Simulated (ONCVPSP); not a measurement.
What one change does to a pseudopotential (Br, ONCV)

- Element: Br (Z = 35)
- Generator: ONCVPSP 4.0.1
- Type: optimised norm-conserving Vanderbilt (ONCV)
- Functional: PW91
- Relativity: scalar-relativistic
- Frozen core: [Ar] 3d10
- Valence charge: 7
- Reference configuration: 4s2 4p5
- Partial waves: 4s: rc 1.40 bohr, ncon 4, nbas 8, qcut 4.6 1/bohr, 2 projectors, debl 2 Ha; 4p: rc 1.30 bohr, ncon 3, nbas 6, qcut 5.7 1/bohr, 2 projectors, debl 2.8 Ha; d scattering state at 0.11 Ha: rc 1.25 bohr, ncon 3, nbas 6, qcut 6.6 1/bohr, 2 projectors, debl 0.6 Ha
- Local potential: polynomial inside 1.15 bohr (lpopt 5, dvloc0 3 Ha)
- Core correction: Teter function, fcfact 3.5, rcfact 1.15

All-electron outer shells of the reference configuration (PW91, scalar-relativistic, ld1.x):

```
shell  level (eV)  outermost node (bohr)  outermost maximum (bohr)
   3p     -173.56                   0.21                      0.48
   3d      -66.82                      –                      0.43
   4s      -20.21                   0.67                      1.41
   4p       -7.91                   0.70                      1.66
```

Change: all radii but the core radius scaled by about 1.15 (s 1.62, p 1.50, d 1.44 bohr); local potential polynomial inside 1.32 bohr (lpopt 5, dvloc0 3 Ha).

Cutoffs: the cutoffs (Ha) at which the residual kinetic energy of the hardest occupied pseudo-wave falls to 1 and 0.1 mHa per electron; they do not see the model core or the augmentation charge, which bear on the density cutoff. Errors are all-electron minus pseudo energies relative to the spin-unpolarised reference configuration.

Task: What does the change do?

Result: The potential gets softer (21 Ha and 74 Ha → 16 Ha and 59 Ha); both files keep a bound ghost (d); of the 4 tests that both files solve, the error grows in 0 and shrinks in 4 by more than 15 % and 0.3 meV (median size 22.0 → 14.3 meV). A larger radius leaves more room for a smooth pseudo-wave, so fewer plane waves are needed. That the errors move this way runs against the usual rule that smaller radii transfer better.

```csv
quantity,base,changed
"cutoff, loose",21 Ha,16 Ha
"cutoff, tight",74 Ha,59 Ha
loose cutoff by channel,"s 21 Ha, p 12 Ha","s 16 Ha, p 12 Ha"
bound ghosts,d,d
GHOST(+) flags under 300 eV,s at 116.8 eV,s at 185.2 eV
"error for 4s2 4p4, meV [ΔE 12.61 eV]",-4.5,-2.8
"error for 4s2 4p3, meV [ΔE 35.44 eV]",-14,-9.6
"error for 4s2 4p2, meV [ΔE 69.52 eV]",-30,-19
"error for 4s2 4p1, meV [ΔE 115.66 eV]",-43,-20
"rms error of d²Exc/dni dnj with the model core, mHa",2.19,2.02
```

 A true bound ghost makes a file unfit for plane-wave use even where its test errors are small: the radial tests pick states by their node count and pass the ghost by.
